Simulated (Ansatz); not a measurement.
A made-up structure of AlGeNH4, singlet:

N1  (-0.681, -0.518, -0.417)
Al2  (0.435, 0.101, 1.010)
Ge3  (0.282, 0.662, -1.273)
H4  (-1.407, -1.216, -0.391)
H5  (0.447, 1.247, -2.655)
H6  (-0.363, 0.718, 2.146)
H7  (1.279, -1.011, 1.611)
(Å)

It is relaxed with PBE-D4/def2-SVP and then PBE0-D4/def2-TZVP (Ansatz 0.2.0). Atoms count as bonded within 1.22 times the sum of their covalent radii (H–H: 0.88 Å). The end point is not checked to be a true minimum.

(1) Does its bonding change? (A judgement: the text doesn't fix the answer.)

Answers

(1) By the calculation: Yes. Formed: none; broken: Al2–Ge3.

Where it ends: The first stage lowers the energy by 1.55 eV in 17 steps. It ends as AlGeNH₄ ([AlH2][NH][GeH]):
```xyz
7
angstrom
N -0.0408 -0.1775 -0.4124
Al 0.2049 -0.2585 1.3627
Ge -0.3116 1.3762 -1.3660
H -0.0355 -1.0323 -0.9539
H -0.4354 0.6357 -2.7869
H 0.1840 1.1121 2.1483
H 0.4260 -1.6731 2.0392
```

Labels in which every atom is bracketed show which atoms are joined, not bond orders.

For scale, one of the runs: PBE0-D4/def2-TZVP relaxation, 140 basis functions, launched by `ansatz run in.yaml --threads 2 --pin off --events-out ev --progress --plain --max-ram 4352MiB`. Hardware: 2 CPU threads of an Intel Xeon 6975P-C, shared host. Wall time about 9.5 s.
